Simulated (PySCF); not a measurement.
Compound: C7H10N2O.
Bonds: C1–O2, O2–C3, C3–C4 (aromatic), C4–C5 (aromatic), C5–N6 (aromatic), N6–N7 (aromatic), N7–C8, C8–C9, C9–C10, C3–N7 (aromatic), C8–C10. Hydrogens: H11, H12, H13 on C1; H14 on C4; H15 on C5; H16 on C8; H17, H18 on C9; H19, H20 on C10.

The same species was optimised twice, with GFN2-xTB and with PBE0-D3(BJ)/def2-SVP (PySCF), and the same property calculations (PySCF, gas phase) were run on both structures.

```csv
coordinate,GFN2-xTB,PBE0-D3(BJ)/def2-SVP,change
O2–C3 (Å),1.356,1.335,-0.021
C4–C5 (Å),1.402,1.413,+0.011
N7–C8 (Å),1.421,1.430,+0.009
C3–C4 (Å),1.380,1.387,+0.007
C5–N6 (Å),1.316,1.322,+0.006
C1–O2 (Å),1.410,1.405,-0.005
C8–C9 (Å),1.498,1.493,-0.005
C9–C10 (Å),1.499,1.503,+0.004
C8–C10 (Å),1.500,1.497,-0.003
C3–N7 (Å),1.352,1.353,+0.001
N6–N7 (Å),1.338,1.339,+0.001
C1–O2–C3 (°),115.0,115.8,+0.8
C3–C4–C5 (°),103.9,103.1,-0.8
C5–N6–N7 (°),106.0,105.2,-0.8
C4–C5–N6 (°),111.5,112.3,+0.8
C3–N7–N6 (°),111.3,112.0,+0.7
N6–N7–C8 (°),122.3,121.6,-0.7
N7–C8–C10 (°),118.7,119.3,+0.6
N7–C8–C9 (°),118.7,119.2,+0.5
C1–O2–C3–C4 (°),1,0,-1
N6–N7–C8–C9 (°),-33,-29,+4
```

Rotational constants: A = 2315, B = 1078, C = 784.5 MHz (GFN2-xTB) against A = 2301, B = 1081, C = 785.1 MHz (PBE0-D3(BJ)/def2-SVP).

On the GFN2-xTB structure: HOMO (eV) -6.34 [PBE0/pcSseg-1]; LUMO (eV) 0.89 [PBE0/pcSseg-1]; dipole (D) 2.82 [PBE0/pcSseg-1]; GIAO shielding of C1 (ppm) 128.4 [PBE0/pcSseg-1]; GIAO shielding of O2 (ppm) 252.7 [PBE0/pcSseg-1]; GIAO shielding of C3 (ppm) 24.2 [PBE0/pcSseg-1]; GIAO shielding of C4 (ppm) 99.6 [PBE0/pcSseg-1]; GIAO shielding of C5 (ppm) 47.1 [PBE0/pcSseg-1]; GIAO shielding of N6 (ppm) -40.4 [PBE0/pcSseg-1]; GIAO shielding of N7 (ppm) 50.9 [PBE0/pcSseg-1]; GIAO shielding of C8 (ppm) 157.7 [PBE0/pcSseg-1].

Problem. What do these properties become on the PBE0-D3(BJ)/def2-SVP structure?

Solution. 
```csv
property,level,on GFN2-xTB,on PBE0-D3(BJ)/def2-SVP,change
HOMO (eV),PBE0/pcSseg-1,-6.34,-6.30,+0.04
LUMO (eV),PBE0/pcSseg-1,0.89,0.90,+0.01
dipole (D),PBE0/pcSseg-1,2.82,2.97,+0.15
"energy, GFN2-xTB geometry as zero (kcal/mol)",PBE0/pcSseg-1,0.0,-0.5,-0.5
GIAO shielding of C1 (ppm),PBE0/pcSseg-1,128.4,127.8,-0.6
GIAO shielding of O2 (ppm),PBE0/pcSseg-1,252.7,254.3,+1.6
GIAO shielding of C3 (ppm),PBE0/pcSseg-1,24.2,24.7,+0.5
GIAO shielding of C4 (ppm),PBE0/pcSseg-1,99.6,98.5,-1.1
GIAO shielding of C5 (ppm),PBE0/pcSseg-1,47.1,44.6,-2.5
GIAO shielding of N6 (ppm),PBE0/pcSseg-1,-40.4,-38.7,+1.7
GIAO shielding of N7 (ppm),PBE0/pcSseg-1,50.9,51.0,+0.1
GIAO shielding of C8 (ppm),PBE0/pcSseg-1,157.7,155.9,-1.8
```

The heavy atoms differ by 0.044 Å rms after alignment. Among bonds between heavy atoms O2–C3 changes most (-0.021 Å). Changes are differences of the printed values. Neither structure is proved a minimum here.

The values belong to the conformer `[CH3:1][O:2][c:3]1[cH:4][cH:5][n:6][n:7]1[CH:8]1[CH2:9][CH2:10]1`: C1–O2–C3–C4 0°, N6–N7–C8–C9 -29°.
